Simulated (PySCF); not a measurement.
Isomers of C6H16O2Si, from PBE0-D3(BJ)/def2-SVP geometry optimisation, gas phase (PySCF 2.14.0). One conformer each, no zero-point energy, no frequencies.

**Question.** Which isomer lies lower at this level?
A. SiEt2(OMe)2 (`CC[Si](CC)(OC)OC`): A = 1264, B = 1084, C = 958.1 MHz, dipole 0.29 D
B. `[CH3:1][CH2:2][O:3][Si:4]([CH3:5])([CH3:6])[O:7][CH2:8][CH3:9]` with C1–C2–O3–Si4 -179°, C2–O3–Si4–C5 71°, O3–Si4–O7–C8 53°, Si4–O7–C8–C9 -168°: A = 1561, B = 833.1, C = 675.8 MHz, dipole 1.50 D

**Answer.** B. That is `CCO[Si](C)(C)OCC`, 9.9 kcal/mol below the other.

```
          SMILES                                                   mapped SMILES      E (Eh)  relative (kcal/mol)  relative (kJ/mol)  dipole (D)
CCO[Si](C)(C)OCC  [CH3:1][CH2:2][O:3][Si:4]([CH3:5])([CH3:6])[O:7][CH2:8][CH3:9]  -677.38079                  0.0                0.0        1.50
CC[Si](CC)(OC)OC                                                               –  -677.36501                  9.9               41.4        0.29
```
